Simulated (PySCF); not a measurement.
Sn(OH)3(SH) (H₄O₃SSn), SMILES [Sn]([OH])([OH])([OH])[SH]. Coordinates come from a PBE0-D3(BJ)/def2-SVP optimisation. The def2 effective core potentials stand for the cores of Sn; spin–orbit coupling is left out. Other conformers were not sampled.

**Question.** Give the equilibrium geometry at PBE0-D3(BJ)/def2-SVP (PySCF confirms it by a frequency run) as a Z-matrix. (Estimate from the structure and the level; the computed values follow.)

**Answer.** Several could match; the one computed here: 
```
Sn
O 1 1.9676
H 2 0.9658 1 110.49
O 1 1.9706 2 107.11 3 136.87
H 4 0.9656 1 111.02 2 -27.57
O 1 1.9739 2 102.18 3 16.67
H 6 0.9649 1 112.02 2 -167.67
S 1 2.3917 2 117.92 3 -107.34
H 8 1.3533 1 89.71 2 -108.66
```
